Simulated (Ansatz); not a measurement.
Mulliken charges of C2H4AlN (`N=[C]1[CH2][AlH]1`) from B3LYP/def2-TZVPP in Ansatz (PBE0-D4/def2-TZVP geometry).

| atom | x (Å) | y (Å) | z (Å) | charge (e) |
| --- | --- | --- | --- | --- |
| N1 | -1.279 | 1.051 | -0.977 | -0.265 |
| C2 | -0.494 | 0.164 | -0.549 | -0.098 |
| C3 | 0.736 | 0.203 | 0.346 | -0.239 |
| Al4 | -0.186 | -1.504 | 0.330 | 0.378 |
| H5 | -0.919 | 1.993 | -0.774 | 0.123 |
| H6 | 0.921 | 1.066 | 0.988 | 0.082 |
| H7 | 1.629 | -0.036 | -0.254 | 0.086 |
| H8 | -0.316 | -2.996 | 0.834 | -0.067 |

Q: By hand: the dipole of these point charges (1 e Å = 4.8032 D).

A: Σ q r = (0.265, -0.381, 0.263) e Å, of length 0.533 e Å = 2.56 D.

Q: How does the dipole of the full density compare? (Estimate.)

A: Ansatz gave: (0.383, -0.293, 0.339) e Å, 2.83 D; the point charges give 0.90 times that, at 16° from its direction.

Point charges leave out the atoms' own dipoles, such as those of lone pairs, and Mulliken's split depends on the basis, so the close match here is no proof of good charges.

B3LYP here is the variant with VWN-RPA as its local correlation; programs differ in this.
